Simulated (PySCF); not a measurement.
**Computed properties of C₃H₄BNO₂, SMILES O=C1CB(O)C=N1**

C3H4BNO2, SMILES O=C1CB(O)C=N1. Geometry optimised at PBE0-D3(BJ)/def2-SVP. This is a generated structure with no PubChem entry under its InChIKey; it may be hypothetical. The values are those of a single conformer. All values are computed for the isolated molecule unless a solvent is named; none is compared with measurement here.

**Structure.** The optimised structure has Cs symmetry. All 27 harmonic modes at PBE0-D3(BJ)/def2-SVP (PySCF) are real, so it is a minimum. With heavy atoms numbered as in [O:1]=[C:2]1[CH2:3][B:4]([OH:5])[CH:6]=[N:7]1, the shortest bond between them is O1–C2 at 1.196 Å and the longest B4–C6 at 1.593 Å.

**Vibrations.** The strongest infrared lines (harmonic, unscaled, degenerate partners summed) lie at 1518 cm⁻¹ (371 km/mol, B 67 %, O 19 %), 1911 cm⁻¹ (246 km/mol, C 63 %, O 36 %), 1262 cm⁻¹ (210 km/mol, B 40 %, C 33 %, H 17 %). The softest mode is at 29 cm⁻¹ and the zero-point energy is 48.5 kcal/mol.

**Electronic structure.** M06-2X/def2-TZVP (PySCF) places the frontier levels at -8.74 and -1.61 eV, a gap of 7.13 eV, and gives a dipole moment of 5.20 D and a mean polarisability of 56.5 bohr³. PBE/def2-TZVP (PySCF) at the same geometry gives -5.79 and -3.57 eV, so its gap is 4.91 eV narrower. An orbital gap is neither the optical nor the fundamental gap.

**Excitations.** TDDFT-PBE0/def2-SVPD (PySCF) has S1 at 2.92 eV (425 nm, f = 0.000, dark); the most intense of the 10 singlets computed lies at 6.51 eV (f = 0.30). T1 (TDA) is at 2.44 eV. TDDFT-PBE/def2-SVPD (PySCF) puts S1 at 2.34 eV.

**NMR.** GIAO shifts at B3LYP/pcSseg-1 (PySCF) (non-relativistic, atoms alike by connectivity averaged): ¹³C from 22.7 to 205.4 ppm against TMS; ¹H from 1.8 to 9.5 ppm against TMS; ¹¹B at 36.0 ppm against BF3.
